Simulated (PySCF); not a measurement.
# Cost of excited-state runs on SMILES C#C[C@@]1(C)CCC(=C)C1, C₉H₁₂

Molfile (atoms numbered from 1):
```
C9H12
     RDKit          3D

 21 21  0  0  0  0  0  0  0  0999 V2000
   -1.8846    0.0527    2.1938 C   0  0  0  0  0  0  0  0  0  0  0  0
   -1.4048   -0.0638    1.1038 C   0  0  0  0  0  0  0  0  0  0  0  0
   -0.8196   -0.2080   -0.2205 C   0  0  1  0  0  0  0  0  0  0  0  0
   -1.8470   -0.8436   -1.1567 C   0  0  0  0  0  0  0  0  0  0  0  0
   -0.3260    1.1645   -0.7136 C   0  0  0  0  0  0  0  0  0  0  0  0
    0.9902    1.3701    0.0338 C   0  0  0  0  0  0  0  0  0  0  0  0
    1.5578   -0.0160    0.1895 C   0  0  0  0  0  0  0  0  0  0  0  0
    2.7983   -0.3040    0.5382 C   0  0  0  0  0  0  0  0  0  0  0  0
    0.4840   -1.0239   -0.1201 C   0  0  0  0  0  0  0  0  0  0  0  0
   -2.3061    0.1536    3.1491 H   0  0  0  0  0  0  0  0  0  0  0  0
   -2.1380   -1.8254   -0.7885 H   0  0  0  0  0  0  0  0  0  0  0  0
   -1.4298   -0.9546   -2.1558 H   0  0  0  0  0  0  0  0  0  0  0  0
   -2.7377   -0.2217   -1.2188 H   0  0  0  0  0  0  0  0  0  0  0  0
   -0.1454    1.1147   -1.7894 H   0  0  0  0  0  0  0  0  0  0  0  0
   -1.0492    1.9557   -0.5181 H   0  0  0  0  0  0  0  0  0  0  0  0
    1.6740    2.0391   -0.4885 H   0  0  0  0  0  0  0  0  0  0  0  0
    0.7964    1.7906    1.0243 H   0  0  0  0  0  0  0  0  0  0  0  0
    3.5243    0.4662    0.7352 H   0  0  0  0  0  0  0  0  0  0  0  0
    3.1380   -1.3205    0.6424 H   0  0  0  0  0  0  0  0  0  0  0  0
    0.4241   -1.8039    0.6396 H   0  0  0  0  0  0  0  0  0  0  0  0
    0.6922   -1.5047   -1.0801 H   0  0  0  0  0  0  0  0  0  0  0  0
  1  2  3  0
  3  2  1  1
  3  4  1  0
  3  5  1  0
  5  6  1  0
  6  7  1  0
  7  8  2  0
  7  9  1  0
  9  3  1  0
  1 10  1  0
  4 11  1  0
  4 12  1  0
  4 13  1  0
  5 14  1  0
  5 15  1  0
  6 16  1  0
  6 17  1  0
  8 18  1  0
  8 19  1  0
  9 20  1  0
  9 21  1  0
M  END
```

PySCF with density fitting, on 1 thread of an Arm Neoverse V2, shared host. Command: `OMP_NUM_THREADS=1 python excited_run.py task.json out`

How long does each of these runs take, and how much memory?
- magnetisability and related constants, B97-D/pcSseg-0; IEF-PCM chloroform
- magnetisability and related constants, KT3/pcSseg-1; usual settings


```csv
run,level,basis functions,wall time,peak memory (GiB)
magnetisability and related constants,B97-D/pcSseg-0,105,14 s,0.62
magnetisability and related constants,KT3/pcSseg-1,213,54 s,0.76
```
Times from a shared host are rough.
